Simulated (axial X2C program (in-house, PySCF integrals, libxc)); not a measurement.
Results of a calculation; reference values are marked as such.
## Be₂⁺: input and output

Program: an in-house relativistic program for diatomic molecules.

Input file and command:
```json
{
 "zs": [
  4,
  4
 ],
 "q": 1,
 "bas": [
  "dyall-cv3z",
  "dyall-cv3z"
 ],
 "levels": [
  "PBE0",
  "HF",
  "BLYP"
 ],
 "cc": true,
 "r0": 2.04,
 "thr": -2.0,
 "nmax": 90,
 "npts": 10,
 "nst": 2,
 "ntry": 6
}
```
```bash
python so2c.py task.json out
```

Keys: zs atomic numbers; q charge; bas basis sets; levels methods; cc coupled cluster on or off; r0 starting distance in Å; thr threshold in hartree for freezing inner shells (an s shell follows its p shell); nmax most natural virtual spinors; npts points on the curve; nst determinants followed; ntry starts of the search. HF also brings MP2.

Output of the HF step, with spin–orbit coupling, at R = 2.221 Å for the state Ω = 1/2. It starts from PBE0 orbitals of this distance.

```
two-component X2C + atomic mean field  HF
basis functions 108  fitting functions 498  grid points 4360
iter        total energy     max residual
   1        -28.917373241     7.24e-02
   2        -28.922674921     1.30e-02
   3        -28.924154535     1.11e-02
   4        -28.924793990     8.29e-03
   5        -28.924972444     1.87e-03
   6        -28.924990043     3.76e-04
   7        -28.924990892     1.36e-04
   8        -28.924990939     2.60e-05
   9        -28.924990942     3.44e-06
  10        -28.924990943     1.84e-06
converged
one-electron -43.67099897  Coulomb 16.17876923  exact exchange -5.24422328  xc functional 0.00000000  nuclear repulsion 3.81217261  atomic mean-field constant -0.00071054
correlated 3  virtual 157  natural virtual 44  E(MP2) -0.028607169  MP2 remainder -0.001027388
iter   CCSD correlation   residual
   1     -0.035746715   1.16e-01
   2     -0.043180415   6.75e-02
   3     -0.045002854   2.61e-02
   4     -0.045646640   9.69e-03
   5     -0.045527062   3.04e-03
   6     -0.045608274   9.49e-04
   7     -0.045588270   2.50e-04
   8     -0.045588454   4.96e-05
   9     -0.045588180   1.72e-05
  10     -0.045588243   5.89e-06
  11     -0.045588225   1.37e-06
(T) -0.000842175  T1 0.0858  D1 0.1296  max T2 0.130
```
Energies are in hartree; totals compare only within one Hamiltonian and basis. T1 is large, a sign of multireference character or of a spin-contaminated reference. T1 in the output is the amplitude norm over the root of the electron number; divide by √2 for the Lee–Taylor value. The determinant is spin-polarised beyond a pure state at some levels (its spin-free form has ⟨S²⟩ too high), which makes Re and μ there less reliable.
